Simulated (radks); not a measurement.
The numbers below are computed, except where a source is named.
Coulomb parameter of the 5d shell of the mercury ion Hg3+ in the model configuration [Xe] 4f14 5d8 6s1, as a second difference U = [E(n + 0.25) + E(n - 0.25) - 2 E(n)] / (0.25)^2 with all orbitals relaxed. "Bare": the charge of the atom changes with n. "Screened": the 6s shell takes up the change at fixed total charge, which measures U(5d,5d) + U(6s,6s) - 2 U(5d,6s). Level of theory: scalar-relativistic Kohn-Sham, r2SCAN, spin-unpolarised, spherical densities, finite nucleus; meta-GGA in the generalised Kohn-Sham scheme; Fermi nuclear charge, rms radius 5.4648 fm (a radial shooting solver on a logarithmic mesh with Libxc functionals).

case,configuration,E - E(n) (eV)
start,[Xe] 4f14 5d8 6s1,0.000
bare +0.25,[Xe] 4f14 5d8.25 6s1,-11.041
bare -0.25,[Xe] 4f14 5d7.75 6s1,11.946
screened +0.25,[Xe] 4f14 5d8.25 6s0.75,-2.588
screened -0.25,[Xe] 4f14 5d7.75 6s1.25,2.664

U(bare) = 14.474 eV, U(screened by 6s) = 1.218 eV, against the Slater integral F0(5d,5d) = 18.128 eV with frozen orbitals.
